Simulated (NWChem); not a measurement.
Molecule: C₅H₅N; SMILES C1C(C=CN=1)=C

Results from NWChem. Pople sets run with spherical d functions. B3LYP is NWChem's, with the RPA form of VWN correlation. Each level has its own optimisation; frequencies are unscaled. Brackets give each atom's bonded neighbours.

For level Hartree-Fock/STO-3G:

highest harmonic frequency (cm⁻¹): 3806
lowest (cm⁻¹): 227
zero-point energy (kcal/mol): 63.1
dipole (D): 2.54

### Question
What are these values for level B3LYP/6-31G*?

### Answer
highest harmonic frequency (cm⁻¹): 3269
lowest (cm⁻¹): 210
zero-point energy (kcal/mol): 54.4
dipole (D): 2.84
